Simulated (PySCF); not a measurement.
# One molecule, several mistakes: BC2H7O

All numbers below are calculated, not measured. The program is PySCF 2.14.0, an open-source quantum chemistry code, run on an isolated molecule that a program drew, which may never have been made. The molecule is BC2H7O (charge 0, singlet), drawn as the SMILES string `CCBO`.

Each row is a Hartree-Fock (HF) and frozen-core CCSD(T) single point in the cc-pVDZ basis, meant for a local HF minimum. Run 1 is clean. Each other run has one planted mistake out of seven kinds, and not every kind appears here: one electron removed, one electron added, multiplicity raised by two, geometry at a saddle point, minimal basis STO-3G, one bond length entered in bohr, all coordinates scaled. The reference is restricted for singlets and unrestricted otherwise, and also for a bond in bohr. Adding or removing an electron swaps singlet and doublet. Electrons count all cores. HOMO and LUMO are orbital energies over both spins, the gradient is its largest component, and the lowest frequency (negative if imaginary) is given only where the gradient is small. Bond lengths are over the 10 bonds as drawn. T1 is the CCSD diagnostic: over 0.02 (restricted) or 0.045 (unrestricted) a single reference is doubtful.

Geometry of the clean run:
```xyz
11
BC2H7O, angstrom
C    -0.1677   -0.3510    2.1597
C    -0.0299   -0.6358    0.6614
B    -1.0724    0.0562   -0.3104
O    -2.0667    0.8736    0.1013
H    -1.1402   -0.6748    2.5440
H    -0.0632    0.7166    2.3786
H     0.5947   -0.8717    2.7428
H     0.9728   -0.3535    0.3139
H    -0.0845   -1.7167    0.4761
H    -1.0133   -0.1297   -1.4979
H    -2.0990    1.0090    1.0365
```

```
run  electrons  basis functions  <S^2>  HOMO (eV)  LUMO (eV)  gradient (hartree/bohr)  lowest frequency (cm^-1)  mean bond (Å)  longest bond (Å)      T1  HF (hartree)  CCSD(T) (hartree)                          mistake
  1         32               91  0.000     -11.70       4.26                  4.0e-05                       118         1.2094             1.584  0.0118    -179.42333         -180.04986                         no fault
  2         31               91  0.766     -19.79      -8.88                  1.1e-01                         -         1.2094             1.584  0.0245    -179.04387         -179.65753             one electron removed
  3         32               91  2.013      -4.58      -1.69                  9.3e-02                         -         1.2094             1.584  0.0277    -179.17252         -179.80144       multiplicity raised by two
  4         32               91  0.696     -10.92       2.62                  2.2e-02                         -         1.3068             2.069  0.0542    -179.29811         -179.92265  one bond length entered in bohr
  5         32               91  0.000     -11.71       4.90                  1.1e-01                         -         1.1138             1.459  0.0102    -179.34783         -179.95861           all coordinates scaled
  6         33               91  0.761       2.54       9.11                  7.1e-02                         -         1.2094             1.584  0.0108    -179.29636         -179.93882                                ?
```

**Which mistake was planted in run 6, and what did it cost?**

It counts 33 electrons, one more than the clean run, at the same geometry and basis. So the mistake is: one electron added. Subtracting run 1 and multiplying by 627.51 kcal/mol a hartree, the energy moved by 79.7 kcal/mol in HF and 69.7 kcal/mol in CCSD(T).

Cautions from the logs. Run 4: T1 is over the limit, so its CCSD(T) energy is less reliable; run 6: the HOMO is above zero, so the electron isn't bound and the energy depends on the basis.
